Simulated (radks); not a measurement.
Correlation energies from several functionals, in hartree. Species: O5+ [He] 2s1; S4+ [Ne] 3s2. Method: non-relativistic Kohn-Sham, LDA (Slater exchange, Perdew-Wang correlation), spin-polarised, spherical densities, point nucleus; computed with a radial shooting solver on a logarithmic mesh with Libxc functionals. Every spin shell is full or empty, so the densities are truly spherical. Functionals are evaluated on that one density, not self-consistently.

\begin{tabular}{lrr}
functional & O5+ & S4+ \\ \hline
PW92 & -0.22437 & -1.0296 \\
VWN5 & -0.22542 & -1.0346 \\
Chachiyo & -0.22074 & -1.0126 \\
PBE & -0.057358 & -0.44760 \\
PBEsol & -0.074522 & -0.53260 \\
LYP & -0.077012 & -0.52085 \\
P86 & -0.070547 & -0.51837 \\
OP (B88) & -0.079911 & -0.50229 \\
TPSS & -0.055560 & -0.45240 \\
revTPSS & -0.058010 & -0.46377 \\
SCAN & -0.056951 & -0.45521 \\
r2SCAN & -0.057057 & -0.45947 \\
B95 & -0.080641 & -0.55402 \\
Tao-Mo & -0.040107 & -0.40835 \\
\end{tabular}
